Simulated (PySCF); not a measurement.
A TDDFT job was run through a driver script with this input:

```
{"job": {"kind": "uv", "xc": "wB97X-D", "basis": "def2-SVPD", "ip": true}, "charge": 0, "multiplicity": 1}
C      3.215859    -0.515477     0.510289
C      2.408371    -0.201561    -0.742008
C      1.146807     0.597555    -0.466466
C      0.046642    -0.065822     0.408606
C     -1.234505     0.613113    -0.148227
C     -2.518130    -0.159078    -0.081678
C     -3.839833     0.549295    -0.095740
C     -3.367267    -0.125036     1.159456
Si    -0.232466     0.888557    -1.743476
H      3.528769     0.408276     1.023548
H      2.627829    -1.108239     1.228884
H      4.124831    -1.089969     0.273689
H      3.040160     0.350885    -1.458767
H      2.136068    -1.144218    -1.249725
H      1.408905     1.575117    -0.019888
H      0.183730     0.029751     1.499574
H      0.008276    -1.147516     0.184221
H     -1.361783     1.594190     0.344646
H     -2.491423    -1.120790    -0.607954
H     -4.667703     0.098324    -0.649058
H     -3.827592     1.642990    -0.125635
H     -3.868345    -1.042834     1.478750
H     -3.028848     0.509750     1.983804
H     -0.365716    -0.255873    -2.702186
H     -0.326410     2.171870    -2.511156
```

Its output, with some lines taken out ([cut]) and without the SCF cycles:

```
converged SCF energy = -603.5261167729

Static polarisability (au): isotropic 119.448, principal 99.586 120.644 138.115

Singlet excitations
state   eV       nm        f      main configurations
  1   6.7801    182.9   0.03431   H->L 0.66, H-1->L 0.20
[cut]
  3   7.3087    169.6   0.01556   H->L+1 0.63, H->L+3 0.13
  4   7.6077    163.0   0.00794   H-1->L+1 0.73, H-1->L+5 0.10
[cut]
[cut]
  7   7.9861    155.2   0.08193   H->L+5 0.26, H-2->L 0.20, H->L+4 0.11
  8   8.0822    153.4   0.03956   H-2->L 0.30, H->L+2 0.11, H-1->L+5 0.09
  9   8.1573    152.0   0.00898   H-2->L 0.13, H-1->L+3 0.13, H-1->L+2 0.12
 10   8.2195    150.8   0.02026   H->L+4 0.14, H-3->L 0.12, H-1->L+5 0.11

Triplet excitations (Tamm-Dancoff, eV): 6.3803 6.5646 7.1115 7.4133
Vertical ionisation energy (delta-SCF) = 8.9906 eV
```

Method used: TDDFT wB97X-D/def2-SVPD, vertical, gas phase, core orbitals frozen in the response in PySCF 2.14.0, density-fitted response routines. The structure is a single PBE0-D3(BJ)/def2-SVP conformer in the gas phase; no vibrational or solvent corrections.

Problem. What stood in the cut lines?

Solution. 
```
  2   7.1940    172.3   0.05063   H-1->L 0.65, H->L 0.17
  5   7.6715    161.6   0.01262   H->L+3 0.64, H->L+5 0.15
  6   7.8934    157.1   0.03968   H->L+2 0.59, H->L+4 0.11
```

Problem. How many basis functions and electrons does this run hold?

Solution. 312 basis functions for 78 electrons in 39 doubly occupied orbitals.

Problem. What share of the summed oscillator strength falls to the strongest level in this window?

Solution. State 7 at 155 nm: 0.0819 of 0.3115, or 26%.

Problem. Which orbital energies lie behind H and L?

Solution. HOMO -8.97 eV and LUMO 2.02 eV, a gap of 11.00 eV; state 1 differs from that by -4.22 eV.

Problem. Write the structure that the coordinates describe.

Solution. `C1(CC1)[C@@H]1[SiH2][C@@H](C1)CC` (C8H16Si), point group C1.

H and L stand for HOMO and LUMO.

The run took 9.2 min of wall time on Arm Neoverse V2, one thread (shared host), and the process peaked at 1.6 GiB of memory.

The values belong to the conformer `[CH3:1][CH2:2][C@@H:3]1[CH2:4][C@H:5]([CH:6]2[CH2:7][CH2:8]2)[SiH2:9]1`: C1–C2–C3–C4 -64°, C4–C5–C6–C7 157°.

The pairwise dispersion term of wB97X-D wasn't added to the energies; at a given geometry it leaves orbitals and properties as they are.

Without π bonds the low states are Rydberg-like; a valence basis with one diffuse set may place them up to an eV too high.
